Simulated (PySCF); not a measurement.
Dipole response of Pt³⁺ (platinum, charge +3)

[Xe] 4f14 5d7, high-spin 4F determinant. All numbers are calculated (PySCF 2.14, scalar relativity by spin-free X2C-1e, in ANO-RCC-VTZP (8s7p5d3f1g, 84 functions)). Coupled (time-dependent) response in atomic units; α is the mean over directions. The basis has no added diffuse functions, which lowers α and C₆.

```csv
method,mean α (bohr³),C₆ (like pair),S(−4)
B3LYP,6.226,35.98,7.161
```

S(−4) is the Cauchy moment in α(ω) = α(0) + S(−4) ω² + …

Spin-orbit coupling is absent.

α(iu) at B3LYP:

```
u (hartree)  α(iu) (bohr³)
          0          6.226
     0.0500          6.208
      0.100          6.156
      0.200          5.962
      0.300          5.685
      0.500          5.035
      0.750          4.262
       1.00          3.607
       1.50          2.621
       2.00          1.953
       3.00          1.178
       5.00         0.5529
```

A single London oscillator, α(iu) = α/(1 + u²/ω²), gives C₆ = (3/4) ω α². Matching the computed C₆ needs ω = 4 × 35.98 / (3 × 6.226²) = 1.24 hartree.

For an ion, C₆ is the dispersion term alone; charge-induced terms of lower order in 1/R come first.

Spin-orbit coupling, absent here, splits the open shell strongly.
